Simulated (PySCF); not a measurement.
Molfile (atoms numbered from 1):
```
C4H5FOSi
     RDKit          3D

 12 12  0  0  0  0  0  0  0  0999 V2000
    2.1965   -1.2619   -0.1149 O   0  0  0  0  0  0  0  0  0  0  0  0
    0.6287   -0.9776    0.3576 Si  0  0  2  0  0  4  0  0  0  0  0  0
   -0.6559   -0.7253   -0.9748 C   0  0  0  0  0  0  0  0  0  0  0  0
   -1.2241    0.4818   -0.7617 C   0  0  0  0  0  0  0  0  0  0  0  0
   -0.7251    1.3163    0.3560 C   0  0  0  0  0  0  0  0  0  0  0  0
    0.2695    0.7537    1.0627 C   0  0  0  0  0  0  0  0  0  0  0  0
    0.8520    1.3377    2.1038 F   0  0  0  0  0  0  0  0  0  0  0  0
    2.5494   -0.6939   -0.8061 H   0  0  0  0  0  0  0  0  0  0  0  0
    0.3226   -2.0495    1.3397 H   0  0  0  0  0  0  0  0  0  0  0  0
   -0.9878   -1.3871   -1.7769 H   0  0  0  0  0  0  0  0  0  0  0  0
   -2.0427    0.8716   -1.3777 H   0  0  0  0  0  0  0  0  0  0  0  0
   -1.1458    2.3020    0.5733 H   0  0  0  0  0  0  0  0  0  0  0  0
  1  2  1  0
  2  3  1  0
  3  4  2  0
  4  5  1  0
  5  6  2  0
  6  7  1  0
  6  2  1  0
  1  8  1  0
  2  9  1  1
  3 10  1  0
  4 11  1  0
  5 12  1  0
M  END
```

Geometry: PBE0-D3(BJ)/def2-SVP; GIAO shifts from PySCF 2.14.0 with density-fitted response routines, gas phase, non-relativistic, averaged over equivalent atoms.

At PBE0/cc-pVDZ (127 basis functions, 16 s wall time on 1 thread of an Arm Neoverse V1, shared host):
| atoms | δ (ppm) |
| --- | --- |
| O1 | 11.4 |
| Si2 | -21.8 |
| C6 | 174.8 |
| C4 | 148.6 |
| C5 | 121.4 |
| C3 | 113.7 |
| F7 | -105.4 |
| H11 | 6.78 |
| H12 | 5.87 |
| H10 | 5.25 |
| H9 | 4.84 |
| H8 | 0.20 |

Referencing at the same level of theory: H2O for 17O (σref 343.34); TMS for 29Si (σref 418.61) and 13C (σref 196.75) and 1H (σref 31.29); 19F (σref 200.93) against CFCl3.

Predict the values at PBE0/def2-SVP on the same geometry.

Answers


```
atoms  δ at PBE0/def2-SVP  change
   O1                14.9    +3.5
  Si2               -23.4    -1.6
   C6               174.6    -0.2
   C4               147.9    -0.7
   C5               120.5    -0.9
   C3               113.0    -0.7
   F7               -95.6    +9.8
  H11                6.66   -0.12
  H12                5.86   -0.01
  H10                5.21   -0.04
   H9                4.94   +0.10
   H8                0.50   +0.30
```

Referencing at the same level of theory: 17O (σ = 343.04 ppm) vs H2O; TMS for 29Si (σ = 407.17 ppm), 13C (σ = 193.72 ppm), 1H (σ = 31.34 ppm); 19F (σ = 214.64 ppm) against CFCl3.

The largest change is at F7 (vinylic fluorine). Cost: 127 basis functions, 15 s wall time on 1 thread of an Arm Neoverse V1, shared host. The order of the carbon signals is the same at both levels.

Unscaled 19F shifts against computed CFCl3 carry errors that often reach 10 to 50 ppm. Experimental scales use liquid or dissolved standards, which lie at an offset from isolated H2O (liquid H2O: subtract about 36 ppm).
